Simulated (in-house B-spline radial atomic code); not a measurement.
The ruthenium ion Ru²⁺ is squeezed into an impenetrable sphere of radius R (the orbitals vanish at R). No spin polarisation. Level of theory: scalar-relativistic (X2C) PBE, spherical fractional occupations, Fermi nucleus of rms radius 4.4809 fm; calculated with a B-spline radial code for spherical atoms.

Energies in eV above the free ion in [Kr] 4d6:

```json
{"R (bohr)": "8.7", "highest level (eV)": "-24.1", "[Kr] 4d6": "3.32e-05", "[Ar] 3d10 4s2 4p5 4d6 4f1": "66.4", "[Kr] 4d5 4f1": "22.9"}
{"R (bohr)": "6.07", "highest level (eV)": "-24.1", "[Kr] 4d6": "0.01885", "[Ar] 3d10 4s2 4p5 4d6 4f1": "68.53", "[Kr] 4d5 4f1": "25.1"}
{"R (bohr)": "5.09", "highest level (eV)": "-23.9", "[Kr] 4d6": "0.16", "[Ar] 3d10 4s2 4p5 4d6 4f1": "70.8", "[Kr] 4d5 4f1": "27.46"}
{"R (bohr)": "4.59", "highest level (eV)": "-23.6", "[Kr] 4d6": "0.4632", "[Ar] 3d10 4s2 4p5 4d6 4f1": "72.76", "[Kr] 4d5 4f1": "29.5"}
{"R (bohr)": "3.52", "highest level (eV)": "-21.2", "[Kr] 4d6": "4.386", "[Ar] 3d10 4s2 4p5 4d6 4f1": "82.6", "[Kr] 4d5 4f1": "39.43"}
{"R (bohr)": "3.1", "highest level (eV)": "-18.4", "[Kr] 4d6": "10.86", "[Ar] 3d10 4s2 4p5 4d6 4f1": "92.99", "[Kr] 4d5 4f1": "49.57"}
{"R (bohr)": "2.57", "highest level (eV)": "-10.2", "[Kr] 4d6": "36.89", "[Ar] 3d10 4s2 4p5 4d6 4f1": "126.6", "[Kr] 4d5 4f1": "81.79"}
{"R (bohr)": "2.21", "highest level (eV)": "2.62", "[Kr] 4d6": "91.9", "[Ar] 3d10 4s2 4p5 4d6 4f1": "189.6", "[Kr] 4d5 4f1": "142.2"}
{"R (bohr)": "1.7", "highest level (eV)": "51.1", "[Kr] 4d6": "388.9", "[Ar] 3d10 4s2 4p5 4d6 4f1": "502.9", "[Kr] 4d5 4f1": "446.8"}
{"R (bohr)": "1.38", "highest level (eV)": "134", "[Kr] 4d6": "1070", "[Ar] 3d10 4s2 4p5 4d6 4f1": "1191", "[Kr] 4d5 4f1": "1125"}
```

Q: Does [Ar] 3d10 4s2 4p5 4d6 4f1 fall below [Kr] 4d6 under compression?

A: No, it stays above over the whole range.

Q: Does [Kr] 4d5 4f1 fall below [Kr] 4d6 under compression?

A: No, it stays above over the whole range.

The highest level is first positive in the row R = 2.21 bohr, pushed up by confinement above the zero of the free ion's potential. Each configuration is held fixed and needn't be the lowest in the sphere.
